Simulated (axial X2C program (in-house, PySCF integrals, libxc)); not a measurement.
**F or H: which binds elements of chip processing more strongly?**

All values come from calculations with an in-house all-electron X2C program for linear molecules (integrals from PySCF), spin-free (one-electron X2C) or two-component (2c: spin–orbit coupling with atomic mean-field Coulomb and Gaunt terms, which also bring small scalar terms), in Dyall basis sets with cores contracted in-house; open shells are unrestricted.

Level PBE0, spin-free. Dyall triple-zeta sets: BF v3z/av3z; BH v3z/v3z; AlF v3z/av3z; AlH v3z/v3z; PF v3z/av3z; PH v3z/v3z; GaF cv3z/av3z; GaH cv3z/v3z; AsF cv3z/av3z; AsH cv3z/v3z; ZrF cv3z/av3z; ZrH cv3z/v3z; RuF cv3z/av3z; RuH cv3z/v3z; InF cv3z/av3z; InH cv3z/v3z; SbF cv3z/av3z; SbH cv3z/v3z.

Diatomic bonds are a first guide to the radicals met in plasma etching, cleaning and deposition, though surfaces and higher halides or oxides behave in their own way.

```
element M       state of MF  Re MF (Å)  D0 MF (eV)       state of MH  Re MH (Å)  D0 MH (eV)
        B    M_S = 0, Λ = 0      1.262        7.67    M_S = 0, Λ = 0      1.241        3.35
       Al    M_S = 0, Λ = 0      1.675        6.65    M_S = 0, Λ = 0      1.668        2.87
        P    M_S = 1, Λ = 0      1.606        4.59    M_S = 1, Λ = 0      1.431        3.03
       Ga    M_S = 0, Λ = 0      1.783        5.89    M_S = 0, Λ = 0      1.674        2.74
       As    M_S = 1, Λ = 0      1.741        4.15    M_S = 1, Λ = 0      1.528        2.74
       Zr  M_S = 3/2, Λ = 0      1.878        6.53  M_S = 3/2, Λ = 0      1.868        2.66
       Ru  M_S = 3/2, Λ = 3      1.901        3.92  M_S = 3/2, Λ = 0      1.583        2.65
       In    M_S = 0, Λ = 0      1.995        5.41    M_S = 0, Λ = 0      1.849        2.54
       Sb    M_S = 1, Λ = 0      1.921        4.09    M_S = 1, Λ = 0      1.716        2.46
```

Question: Work out the energy at 0 K of MF + H → MH + F for each element.

Answer: ΔE = D0(MF) − D0(MH) at PBE0, spin-free: B 4.32, Al 3.78, P 1.56, Ga 3.15, As 1.41, Zr 3.87, Ru 1.27, In 2.87, Sb 1.63 eV (negative: the exchange gives off energy).

Question: For which element is the exchange to H most and for which least favourable, and what is the energy of RuF + BH → RuH + BF?

Answer: Ru most (1.27 eV; too close to rank against As), B least (4.32 eV). The atoms cancel in the double exchange: ΔE = 1.27 − (4.32) = -3.05 eV, a figure less sensitive to errors in the atoms than D0 itself.

Each entry is the lowest single determinant of a limited PBE0 search at one distance. D0 = De minus the zero-point energy; De goes to single-determinant-based atoms at the same level (for ions the charge split of lowest energy) and is withheld (n/a) where an atom does not fit its ground term or J level. Main or longest-lived isotopes. One determinant is a doubtful description, or other states lie close, for AsF, AsH, ZrF, ZrH, RuF, RuH, SbF, SbH; these need not be ground states, and all values refer to the states named. The functionals have no current term, which raises determinants with orbital currents. These D0 were not checked against measured values; triple-zeta sets, frozen cores and single determinants leave errors of some tenths of an eV, more for transition metals.
